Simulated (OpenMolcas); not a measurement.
# W4+: ligand-field states by method

W4+ with 6 ligands (ammonia) in octahedral coordination (S6) at 2.08 Å. Ligand basis ANO-RCC-VDZP.

```json
{"Program": "OpenMolcas 26.06", "Basis": "ANO-RCC-VDZP [7s6p4d2f1g]", "Scalar Hamiltonian": "DKH2, point nucleus", "Active space": "2 electrons in 5 orbitals (5d)", "State averaging": "2S+1 = 3 even, 10 roots; 2S+1 = 1 even, 15 roots", "Spin-orbit coupling": "RASSI with atomic mean-field integrals over the reference wave functions"}
```

I. CASSCF
II. SS-CASPT2, IPEA 0.25 Eh, imaginary shift 0.1 Eh (the lowest 17 gerade and 15 ungerade orbitals frozen, chosen by energy and not by shell, so the metal 5p can be frozen and 4f correlated)
III. SS-CASPT2, IPEA 0.25 Eh, imaginary shift 0.2 Eh (the lowest 17 gerade and 15 ungerade orbitals frozen, chosen by energy and not by shell, so the metal 5p can be frozen and 4f correlated)
IV. SS-CASPT2, IPEA 0.5 Eh, imaginary shift 0.1 Eh (the lowest 17 gerade and 15 ungerade orbitals frozen, chosen by energy and not by shell, so the metal 5p can be frozen and 4f correlated)

Spin-free states in cm-1, each column counted from its own energy of the first state listed:

```tsv
State	Degeneracy	I	II	III	IV
2S+1 = 3	2	0	0	0	0
2S+1 = 3	1	508	510	510	450
2S+1 = 1	1	9309	7770	7780	7660
2S+1 = 1	2	9463	8070	8080	8070
2S+1 = 1	2	10058	8610	8610	8590
2S+1 = 1	1	22872	19330	19330	19660
2S+1 = 3	2	50068	51040	51040	51750
2S+1 = 3	1	50336	51310	51310	52270
2S+1 = 3	2	57616	56880	56880	57670
2S+1 = 3	1	57867	57170	57180	58220
2S+1 = 1	2	59039	58250	58260	58920
2S+1 = 1	1	59370	58450	58460	59400
2S+1 = 1	2	61571	60440	60440	61210
2S+1 = 1	1	61820	60740	60750	61720
2S+1 = 3	1	101529	103590	103590	104020
2S+1 = 1	2	111338	110840	110870	111510
2S+1 = 1	1	121665	118930	118940	119820
```

From I to II, I's first state of the same spin (2S+1 = 3) moves from 508 to 510 cm-1, by about +5 cm-1.

From I to II, I's first state of another spin (2S+1 = 1) moves from 9309 to 7770 cm-1, by about -1500 cm-1.

χT at 300 K: I 0.20, II 0.20, III 0.20, IV 0.20 cm3 K/mol.

The states above are spin-free; spin-orbit coupling is strong here and shifts and splits them by thousands of cm-1.

Roots that are degenerate in the reference are averaged as groups; the widest CASPT2 spread within a group is 120 cm-1 (the 2-fold group of multiplicity 3 near 57700 cm-1 above the lowest state of its run, IV). Shifts and gaps below about the spread of the groups concerned are not significant. Over all roots computed the reference weight is 0.70 in II, 0.70 to 0.71 in III, 0.70 to 0.71 in IV; a low but even weight reflects the number of correlated electrons. An orbital doublet at a regular site is open to a Jahn-Teller distortion, which this geometry leaves out. The least metal-like active orbital is 67 % on the metal (Löwdin) and no ligand orbital is active, so the numbers are rough. Ligand-to-metal charge-transfer states are missing. With no ligand orbital active B as a rule stays too high, so bands that hang on it stand too high and its fall with covalency is understated. Without dynamic correlation the repulsion within the d shell is too large (B by tens of per cent), so at a given field states of lower spin stand too high (holds for I). With metal d orbitals alone the field can be off either way by tens of per cent (holds for I). With one d shell and no ligand orbital active, 10Dq can be off by a tenth or more (holds for II; III; IV). No measured value stands beside these numbers; the geometry was imposed, not optimised, and the real ion may take another.
